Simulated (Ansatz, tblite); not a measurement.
Forces on the cluster Ca₂O₂ at its PBE0-D4/def2-TZVP geometry. Total charge 0; singlet.

The xTB rows come from tblite. The structure comes from a short search, and lower isomers may exist.

GFN1-xTB (tblite), largest force 0.34 eV/Å:

```xyz
4
positions Å, forces eV/Å
Ca   -0.030   -0.527    1.377   -0.010   -0.113    0.315
Ca    0.032    0.520   -1.380    0.005    0.125   -0.310
O    -1.336   -0.379   -0.174   -0.077   -0.029   -0.012
O     1.334    0.386    0.177    0.083    0.017    0.008
```

GFN2-xTB (tblite), largest force 0.40 eV/Å:

```
Ca -0.011 -0.135 0.372
Ca 0.006 0.146 -0.367
O -0.256 -0.080 -0.036
O 0.261 0.068 0.031
```

r2SCAN-D4/def2-TZVP (Ansatz), largest force 0.14 eV/Å:

```
Ca -0.010 -0.037 0.139
Ca -0.002 0.065 -0.128
O -0.044 -0.029 -0.012
O 0.057 0.001 0.000
```
